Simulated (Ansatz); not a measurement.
Input and output for `[CH3][Nb](=[NH])([NH2])[NH2]`.

```yaml
crystal:
  periodic: [false, false, false]
  atoms:
    - {symbol: C, position_ang: [-1.446977, 0.153730, -1.150688]}
    - {symbol: Nb, position_ang: [0.148156, -0.083050, 0.310880]}
    - {symbol: N, position_ang: [-0.617974, -0.687049, 1.759212]}
    - {symbol: N, position_ang: [1.394262, -1.461758, -0.379885]}
    - {symbol: N, position_ang: [0.894143, 1.716351, 0.680561]}
    - {symbol: H, position_ang: [-1.037910, 0.533991, -2.095676]}
    - {symbol: H, position_ang: [-1.941170, -0.800289, -1.355405]}
    - {symbol: H, position_ang: [-2.203533, 0.861634, -0.800274]}
    - {symbol: H, position_ang: [-1.107501, -1.033067, 2.569352]}
    - {symbol: H, position_ang: [2.054761, -1.299826, -1.129134]}
    - {symbol: H, position_ang: [1.553256, -2.377411, 0.012429]}
    - {symbol: H, position_ang: [0.828569, 2.226036, 1.548608]}
    - {symbol: H, position_ang: [1.502520, 2.215908, 0.044820]}
basis:
  gaussian: {orbitals: def2-TZVP}
magnetization: {spin_polarized: false, initial_magnetization: 2}
hamiltonian: {xc: {name: PBE}}
output: {forces: true}
```

```sh
$ ansatz run in.yaml --threads 4 --pin off --events-out ev --progress --plain --max-ram 11315MiB
```

Shortened log:

```
Functional definition: PBE
1315 factors; their error is unknown
mean field evaluation 1: about -7152.3145 eV, gradient 1.2e2 eV
mean field evaluation 2: about -7032.2952 eV, gradient 2.3e2 eV
mean field evaluation 4: about -7174.5791 eV, gradient 5.5e1 eV
mean field evaluation 8: about -7181.2741 eV, gradient 2.0e1 eV
mean field evaluation 16: about -7182.4876 eV, gradient 7.1e0 eV
mean field evaluation 32: about -7182.6367 eV, gradient 7.9e-5 eV
mean field -7182.63668759 eV, -263.9570297031 hartree, gradient 2.8e-6 eV, S^2 2.000000; 10 other end points of the search recorded, 0 dependent functions left out
reference -7182.63678212 eV, -263.9570331768 hartree; 25, 23 occupied and 187, 189 virtual orbitals, 1315 factors
Total energy: -7182.63678212 eV, -263.9570331768 hartree
Atom 0 at    -1.446977     0.153730    -1.150688 Å, force    -0.824966     0.210392    -1.021972 eV/Å
Atom 1 at     0.148156    -0.083050     0.310880 Å, force    -0.157939     0.483958    -1.526269 eV/Å
Atom 2 at    -0.617974    -0.687049     1.759212 Å, force    -1.627986    -1.083965     2.474675 eV/Å
Atom 3 at     1.394262    -1.461758    -0.379885 Å, force     0.941627    -0.525210    -0.590804 eV/Å
Atom 4 at     0.894143     1.716351     0.680561 Å, force     0.701844     1.009010    -0.079867 eV/Å
Atom 5 at    -1.037910     0.533991    -2.095676 Å, force     0.332502     0.069019    -0.049533 eV/Å
Atom 6 at    -1.941170    -0.800289    -1.355405 Å, force     0.043243    -0.481869     0.071718 eV/Å
Atom 7 at    -2.203533     0.861634    -0.800274 Å, force    -0.085140     0.336152     0.345452 eV/Å
Atom 8 at    -1.107501    -1.033067     2.569352 Å, force    -0.224399    -0.153526     0.357312 eV/Å
Atom 9 at     2.054761    -1.299826    -1.129134 Å, force     0.236482    -0.206258    -0.533833 eV/Å
Atom 10 at     1.553256    -2.377411     0.012429 Å, force     0.306553    -0.312828     0.347171 eV/Å
Atom 11 at     0.828569     2.226036     1.548608 Å, force     0.238370     0.119352     0.492111 eV/Å
Atom 12 at     1.502520     2.215908     0.044820 Å, force     0.119808     0.535773    -0.286163 eV/Å
Dipole moment:     0.244543     0.087432    -0.145620 e Å
```

Hardware: 4 threads of an Arm Neoverse V1 on a shared host. Wall time 41 s, peak host memory 0.71 GiB.
